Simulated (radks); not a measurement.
Q: All-electron atom: Co3+ in [Ar] 3d6. All-electron calculation, Dirac Kohn-Sham, PBE, spin-unpolarised, spherical densities, finite nucleus; open shells fill j = l - 1/2 first; Fermi nuclear charge, rms radius 3.7875 fm. Program: a radial shooting solver on a logarithmic mesh with Libxc functionals. Some entries of the table are withheld. Estimate them.

orbital  occ.  eigenvalue (hartree)  <1/r> (bohr^-1)  <r^2> (bohr^2)
1s1/2       2                   (1)            27.03        0.004247
2s1/2       2             -34.46778            5.838         0.07698
2p1/2       2             -30.08988            5.787         0.06107
2p3/2       4             -29.54519            5.675         0.06267
3s1/2       2              -5.16970              (2)          0.6804
3p1/2       2                   (3)              (4)             (5)
3p3/2       4                   (6)              (7)             (8)
3d3/2       4              -1.66320            1.388             (9)
3d5/2       2              -1.65509            1.381            (10)

A: 
(1) 1s1/2 eigenvalue (hartree): -280.4112
(2) 3s1/2 <1/r> (bohr^-1): 1.849
(3) 3p1/2 eigenvalue (hartree): -3.85760
(4) 3p1/2 <1/r> (bohr^-1): 1.725
(5) 3p1/2 <r^2> (bohr^2): 0.7510
(6) 3p3/2 eigenvalue (hartree): -3.78804
(7) 3p3/2 <1/r> (bohr^-1): 1.700
(8) 3p3/2 <r^2> (bohr^2): 0.7681
(9) 3d3/2 <r^2> (bohr^2): 1.113
(10) 3d5/2 <r^2> (bohr^2): 1.122
